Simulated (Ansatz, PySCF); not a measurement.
# Gd(SH)3 in two programs

Gd(SH)3 (singlet in the valence; each metal's 4f electrons, 7 of them, lie in its core potential, out of spins and levels), relaxed with PySCF 2.14.0, RKS PBE, Gd lcecp-1-SVP with ECP53, S def2-SVP, H def2-SVP; non-relativistic Hamiltonian with scalar-relativistic core potentials where named; density fitting; no spin-orbit coupling:

```xyz
7

Gd    0.0000    0.0000    0.7985
S     2.5689   -0.4044    1.0029
H     2.8524    0.9317    1.0384
S    -0.9342    2.4269    1.0029
H    -2.2331    2.0044    1.0384
S    -1.6347   -2.0225    1.0029
H    -0.6193   -2.9361    1.0384
```

There the HOMO–LUMO gap is 3.07 eV. The 4f levels lie in the core potential and are missing.

The same geometry by Ansatz 0.2.0 (PBE, PAW with the 4f shell of lanthanides and the 5f shell of actinides in the valence, a periodic box with 9 Å of vacuum; gaps over both spins; site moments in spheres, but by Gaussian weights under spin-orbit coupling, so that the two can't be compared; unpaired electrons at the start: 7, along z under spin-orbit coupling; the open shells may stand above their lowest state):

| spin-orbit coupling | U on f (eV) | gap (eV) | spin moment on Gd1 (μB) | orbital moment of its f shell (μB) | largest force component (eV/Å) |
| --- | --- | --- | --- | --- | --- |
| without | 0 | 1.74 | 6.87 | – | 0.27 |
| with | 0 | 1.59 | 6.60 | 0.05 | 0.28 |
| without | 5 | 2.81 | 6.97 | – | 0.27 |

**Question.** What does the run with spin-orbit coupling and with U = 5 eV give?

**Answer.** gap (eV): 2.81, spin moment on Gd1 (μB): 6.69, orbital moment of its f shell (μB): 0.03, largest force component (eV/Å): 0.28. It took 110 s on 2 threads of Intel(R) Xeon(R) 6975P-C (Granite Rapids), on a shared host, peak memory 2.9 GiB.

Semilocal functionals tend to give orbital moments well under those of Hund's rules.

Without U the plane-wave gap ends on 4f levels, which the Gaussian run lacks; U moves filled and empty 4f levels apart, though the lowest empty ones can remain 4f.

The spin-orbit runs use fully relativistic datasets of their own, so changes of a few hundredths of an eV needn't come from the coupling.

An lcecp potential fixes the number of 4f electrons, so in runs with it no electron can move into or out of that shell.
